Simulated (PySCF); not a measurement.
TeCl, SMILES Cl[Te], multiplicity 2. Geometry optimised at B3LYP-D3(BJ)/def2-TZVP. The spin state was assumed, not searched. The def2 effective core potentials stand for the cores of Te; spin–orbit coupling is left out.

Problem. Give the equilibrium geometry at B3LYP-D3(BJ)/def2-TZVP (PySCF confirms it by a frequency run) as a Z-matrix, and its point group. (Estimate from the structure and the level; the computed values follow.)

Solution. point group C∞v.
```
Te
Cl 1 2.3399
```
Charge 0, spin multiplicity 2.
